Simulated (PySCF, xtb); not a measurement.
Si(H)(Cl)(OH)2 (ClH3O2Si), SMILES O[SiH](Cl)O. Atoms are numbered in the order given.

```xyz
7

Si     0.1562    -0.2814     0.4843
O     -0.8558    -1.5637     0.3402
O     -0.5697     0.8837     1.3990
Cl     0.5849     0.5741    -1.3551
H      1.4136    -0.8020     1.0510
H     -1.7709    -1.3781     0.1066
H     -0.3687     1.7998     1.1866
```

Geometry: PBE0-D3(BJ)/def2-SVP. The values are those of a single conformer.

Method: C-PCM-M06-2X/def2-SVP run with PySCF.

The values are the electrostatic part of the solvation free energy, E(continuum) − E(gas) at the gas-phase geometry, in a cavity of scaled van der Waals radii (PySCF's table); cavitation and dispersion terms are not included. In vacuum the orbital gap is 12.36 eV. The dipole moment in vacuum is 1.54 D.

Question: Estimate the values in water (ε = 78.36), ethanol (ε = 24.85), chlorobenzene (ε = 5.70). (The exact figures need the calculation; the answer reports its results.)

Answer: 
| solvent | ε | ΔG(elec) (kcal/mol) | dipole (D) | gap (eV) |
|---|---|---|---|---|
| water | 78.36 | -7.2 | 1.86 | 12.83 |
| ethanol | 24.85 | -7.0 | 1.85 | 12.81 |
| chlorobenzene | 5.70 | -5.9 | 1.80 | 12.75 |

For comparison, GFN2-xTB/ALPB(water) (xtb, at the GFN2-xTB geometry, all terms of that model) gives -8.9 kcal/mol.
